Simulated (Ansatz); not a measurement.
Basis sets compared for [GaBr6]3- (GaBr₆³⁻). Total charge -3; singlet. Geometry r2SCAN-D4/def2-SVPD. Ansatz on 4 threads of Intel Xeon on a shared host; times are rough, and most runs start from earlier orbitals.

```
atom    x (Å)    y (Å)    z (Å)
 Ga1   0.0000   0.0000   0.0000
 Br2   1.1454  -1.0963   2.1156
 Br3  -1.1455   1.0964  -2.1154
 Br4   0.0729  -2.3301  -1.2472
 Br5  -0.0729   2.3299   1.2471
 Br6   2.3821   0.5989  -0.9794
 Br7  -2.3820  -0.5987   0.9794
```

A multiply charged anion in the gas phase is held together partly by the finite basis. At PBE-D4/def2-SVP, PBE-D4/def2-SVPD, PBE0-D4/def2-SVP, PBE0-D4/def2-SVPD the highest occupied level of the charge -3 singlet lies above zero (up to 6.05 eV). By energy differences it is unbound by 3.88 eV (vertical, against the charge -2 doublet, at PBE-D4/def2-SVP) and held by the finite basis.

| level | functions | energy (Eh) | HOMO (eV) | LUMO (eV) | wall time |
| --- | --- | --- | --- | --- | --- |
| PBE-D4/def2-SVP (with forces) | 224 | -17365.2154 | 6.05 | 8.82 | 5.5 s |
| PBE0-D4/def2-SVP | 224 | -17365.8075 | 4.67 | 9.43 | 16 s |

Question: Estimate the rows for PBE-D4/def2-SVPD, PBE0-D4/def2-SVPD.

Answer: 
```csv
level,functions,energy (Eh),HOMO (eV),LUMO (eV),wall time
PBE-D4/def2-SVPD,284,-17365.3160,4.65,6.93,7 s
PBE0-D4/def2-SVPD,284,-17365.8891,3.52,7.53,26 s
```
